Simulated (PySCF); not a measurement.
# [Mo(CH3)6] (charge 0, multiplicity 1)

Level of theory: PBE-D3(BJ)/def2-TZVP // BP86-D3(BJ)/def2-SVP run with PySCF.

```
Quantity                                                       Value
-------------------------------------  -----------------------------
HOMO                                                        -5.85 eV
dipole moment                                                 1.49 D
HOMO–LUMO gap                                                2.81 eV
LUMO                                                        -3.04 eV
charge on the central atom (Mulliken)                         0.88 e
total energy                                             -8364.18 eV
cost                                   around 7 core-minutes (rough)
```

Bond lengths (Å): Mo1–C2 2.122, Mo1–C6 2.122, Mo1–C10 2.196, Mo1–C14 2.122, Mo1–C18 2.196, Mo1–C22 2.196, C2–H3 1.117, C2–H4 1.107, C2–H5 1.111, C6–H7 1.117, C6–H8 1.107, C6–H9 1.111, C10–H11 1.105, C10–H12 1.110, C10–H13 1.113, C14–H15 1.107, C14–H16 1.111, C14–H17 1.117, C18–H19 1.113, C18–H20 1.105, C18–H21 1.110, C22–H23 1.110, C22–H24 1.113, C22–H25 1.105. Angles (°): C2–Mo1–C6 97.1, C2–Mo1–C10 135.2, C2–Mo1–C14 97.1, C2–Mo1–C18 75.7, C2–Mo1–C22 127.5, C6–Mo1–C10 127.5, C6–Mo1–C14 97.1, C6–Mo1–C18 135.2, C6–Mo1–C22 75.7, C10–Mo1–C14 75.7, C10–Mo1–C18 74.7, C10–Mo1–C22 74.7, C14–Mo1–C18 127.5, C14–Mo1–C22 135.2, C18–Mo1–C22 74.7, Mo1–C2–H3 101.0, Mo1–C2–H4 118.8, Mo1–C2–H5 109.7, H3–C2–H4 109.0, H3–C2–H5 108.3, H4–C2–H5 109.4, Mo1–C6–H7 101.0, Mo1–C6–H8 118.8, Mo1–C6–H9 109.8, H7–C6–H8 109.0, H7–C6–H9 108.3, H8–C6–H9 109.4, Mo1–C10–H11 117.1, Mo1–C10–H12 109.3, Mo1–C10–H13 103.0, H11–C10–H12 109.3, H11–C10–H13 109.1, H12–C10–H13 108.6, Mo1–C14–H15 118.8, Mo1–C14–H16 109.8, Mo1–C14–H17 101.0, H15–C14–H16 109.4, H15–C14–H17 109.0, H16–C14–H17 108.2, Mo1–C18–H19 103.0, Mo1–C18–H20 117.1, Mo1–C18–H21 109.4, H19–C18–H20 109.1, H19–C18–H21 108.6, H20–C18–H21 109.4, Mo1–C22–H23 109.4, Mo1–C22–H24 103.0, Mo1–C22–H25 117.1, H23–C22–H24 108.6, H23–C22–H25 109.3, H24–C22–H25 109.1.
Charge 0, spin multiplicity 1.
